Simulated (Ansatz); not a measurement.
The same adduct formation along the group Al, Ga, In.

Calculated with Ansatz (gas phase, PBE0-D4/def2-TZVP geometries, no zero-point term in ΔE). CBS: MP2 limit from def2 TZ/QZ plus the TZ coupled-cluster correction, frozen cores. This one scheme is used for every species. DFT in def2-TZVPP. def2 core potentials past Kr. For Ga, In, Se outer-core shells are correlated without core-valence functions, which leaves a few kJ/mol of doubt a bond. Scalar relativity is left out up to krypton. One conformer a species, not always the lowest.

```csv
reaction,B97M-V (kcal/mol),r2SCAN-D4 (kcal/mol),CCSD(T)/CBS(def2) (kcal/mol)
`[F][Al]([F])[F]` + H₂Se → `[F][Al-]([F])([F])[SeH2+]`,-19.4,-20.7,-19.2
`[F][Ga]([F])[F]` + H₂Se → `[F][Ga-]([F])([F])[SeH2+]`,-20.0,-22.0,-21.0
`[F][In]([F])[F]` + H₂Se → `[F][In-]([F])([F])[SeH2+]`,-19.9,-21.5,-21.9
```

Largest T1 diagnostic: 0.018, for `[F][In]([F])[F]`.
